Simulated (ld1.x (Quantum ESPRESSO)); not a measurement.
## What the settings do to the PAW potential of ruthenium

Base potential:

* Element: Ru
* Generator: ld1.x (Quantum ESPRESSO) 7.5
* Type: PAW
* Functional: LDA (PZ)
* Relativity: non-relativistic
* Frozen core: [Ar] 3d10 4s2
* Valence charge: 14
* Reference configuration: 4p6 4d7 5s1 5p0
* Partial waves: 5s (bound): rcut 2.25, rcutus 3.00 bohr; 5s channel at 1.25 Ry: rcut 2.25, rcutus 3.00 bohr; 4p (bound): rcut 1.95, rcutus 2.10 bohr; 5p (bound, empty): rcut 1.95, rcutus 2.10 bohr; 4d (bound): rcut 1.00, rcutus 1.35 bohr; 4d channel at 1.6 Ry: rcut 1.00, rcutus 1.35 bohr
* Local potential: all-electron potential smoothed inside 2.10 bohr (lloc = -2)
* Core correction: Bessel-smoothed model core, default radius (core density twice the valence density)
* Augmentation charge: BESSEL, radius 1.05 bohr

Cutoffs, loose and tight: the cutoffs (Ry, on a coarse ladder) from which the occupation-weighted sum of valence levels, in a spherical-Bessel basis at the reference potential, stays within 10 and 1 mRy of its value at 400 Ry. They do not see the model core or the augmentation charge, which bear on the density cutoff. Test errors are all-electron minus pseudo excitation energies from the reference, over the configurations 4p6 4d7 5s0 5p0; 4p6 4d6 5s0 5p0; 4p6 4d5 5s0 5p0; 4p5 4d7 5s1 5p0; 4p6 4d8 5s0 5p0; 4p6 4d6 5s1 5p1; 4p6 4d7.5 5s0.5 5p0 (two spin-polarised tests are not counted in the largest error). A dash means not determined; rows that change the core or the reference have their own tests. The largest error is taken over the tests solved by every variant that gives reliable tests at all: 4p6 4d5 5s0 5p0; 4p6 4d6 5s0 5p0; 4p6 4d7 5s0 5p0.

A true bound ghost makes a file unfit for plane-wave use even where its test errors are small: the radial tests pick states by their node count and pass the ghost by.

```tsv
change	outcome	cutoff, loose	cutoff, tight	bound ghosts	largest test error (meV)
base	generated	55 Ry	100 Ry	none	-50
waves 4p (bound): rcut 1.95, rcutus 2.88 bohr; 5p (bound): rcut 1.95, rcutus 2.88 bohr	generated	55 Ry	100 Ry	none	-112
functional PBE	generated	55 Ry	100 Ry	none	-52
wave 5s channel at 1.25 Ry: rcut 2.25, rcutus 3.00 bohr becomes 5s channel at -0.14 Ry: rcut 2.25, rcutus 3.00 bohr	generated	55 Ry	100 Ry	none	-50
waves 4d (bound): rcut 1.00, rcutus 1.40 bohr; 4d channel at 1.6 Ry: rcut 1.00, rcutus 1.40 bohr	generated	50 Ry	90 Ry	none	-50
augmentation PSQ, inside the norm-conserving radii	generated	55 Ry	100 Ry	none	-46
scalar-relativistic	generated	55 Ry	100 Ry	none	-43
type TM; waves now 5s (bound): rc 3.00 bohr; 4d (bound): rc 1.35 bohr; 4p (bound): rc 2.10 bohr; local potential the p channel	generated	60 Ry	70 Ry	s	+51
local potential all-electron potential smoothed inside 1.90 bohr (lloc = -2)	generated	55 Ry	100 Ry	none	-49
reference 4p6 4d7 5s0.75 5p0.25	generated	55 Ry	100 Ry	none	+40
```

(1) What comes out with this change to the base: all radii but the core radius scaled by about 1.36 (s 4.08, p 2.86, d 1.84 bohr, rcut 3.06/2.66/1.36); local potential all-electron potential smoothed inside 2.86 bohr (lloc = -2); augmentation BESSEL, radius 1.42 bohr?

(2) What comes out with this change to the base: local potential all-electron potential smoothed inside 2.00 bohr (lloc = -1)?

Results:

(1) outcome: generated; cutoff, loose: 30 Ry; cutoff, tight: 50 Ry; bound ghosts: none; largest test error (meV): -84.

(2) outcome: generated; cutoff, loose: 55 Ry; cutoff, tight: 100 Ry; bound ghosts: s; largest test error (meV): -48.
